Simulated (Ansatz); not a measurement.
Geometry optimisation, Ansatz, RKS CAM-B3LYP-D4/def2-SVP.

Input file:

```yaml
crystal:
  periodic: [false, false, false]
  atoms:
    - { symbol: Ge, position_ang: [0.0, 0.0, 0.0] }
    - { symbol: C, position_ang: [0.0, 0.0, 1.96] }
    - { symbol: H, position_ang: [-0.9996, -0.3092, 2.3305] }
    - { symbol: H, position_ang: [0.7676, -0.7111, 2.3305] }
    - { symbol: H, position_ang: [0.232, 1.0203, 2.3305] }
    - { symbol: O, position_ang: [1.6691, 0.0, -0.5894] }
    - { symbol: H, position_ang: [1.9855, -0.9521, -0.7061] }
    - { symbol: O, position_ang: [-0.8337, 1.4443, -0.5894] }
    - { symbol: H, position_ang: [-1.7915, 1.2136, -0.8118] }
    - { symbol: H, position_ang: [-0.73, -1.2648, -0.5162] }
basis:
  gaussian: { orbitals: def2-SVP }
hamiltonian:
  xc: cam_b3lyp
  dispersion: d4
relax:
  f_tol: 0.02
  max_steps: 40
```

Command:

```bash
$ ansatz run input.yaml --threads 4 --pin off --max-ram 5120MiB --backend cpu --events-out ev --progress --plain --runs-dir out
```

Question: Where does it end, and by what steps?

Answer: It converged. After 12 steps the energy has fallen by 0.312 eV; H7 moved furthest, 0.91 Å.

```json
{"step": "0", "energy less start (eV)": "0.0000", "largest force component (eV/Å)": "1.978", "accepted": "yes"}
{"step": "1", "energy less start (eV)": "-0.1425", "largest force component (eV/Å)": "1.021", "accepted": "yes"}
{"step": "2", "energy less start (eV)": "-0.1756", "largest force component (eV/Å)": "0.274", "accepted": "yes"}
{"step": "3", "energy less start (eV)": "-0.1891", "largest force component (eV/Å)": "0.169", "accepted": "yes"}
{"step": "4", "energy less start (eV)": "-0.1571", "largest force component (eV/Å)": "1.759", "accepted": "no"}
{"step": "5", "energy less start (eV)": "-0.2092", "largest force component (eV/Å)": "0.181", "accepted": "yes"}
{"step": "6", "energy less start (eV)": "-0.2206", "largest force component (eV/Å)": "0.691", "accepted": "yes"}
{"step": "7", "energy less start (eV)": "-0.2574", "largest force component (eV/Å)": "0.331", "accepted": "yes"}
{"step": "8", "energy less start (eV)": "-0.2969", "largest force component (eV/Å)": "0.129", "accepted": "yes"}
{"step": "9", "energy less start (eV)": "-0.3064", "largest force component (eV/Å)": "0.191", "accepted": "yes"}
{"step": "10", "energy less start (eV)": "-0.3115", "largest force component (eV/Å)": "0.058", "accepted": "yes"}
{"step": "11", "energy less start (eV)": "-0.3119", "largest force component (eV/Å)": "0.075", "accepted": "yes"}
{"step": "12", "energy less start (eV)": "-0.3124", "largest force component (eV/Å)": "0.013", "accepted": "yes"}
```

```xyz
10
Properties=species:S:1:pos:R:3
Ge -0.085 -0.179 0.169
C -0.015 -0.016 2.082
H -1.025 -0.075 2.510
H 0.608 -0.810 2.513
H 0.422 0.959 2.340
O 1.593 -0.091 -0.403
H 1.721 -0.339 -1.325
O -1.007 1.224 -0.405
H -1.185 1.236 -1.352
H -0.728 -1.466 -0.390
```

Whether the end is a true minimum wasn't checked by a vibrational analysis.

Time of the run: 23 s on 4 threads of Arm Neoverse V1, with other jobs on the host, peak memory 0.28 GiB.
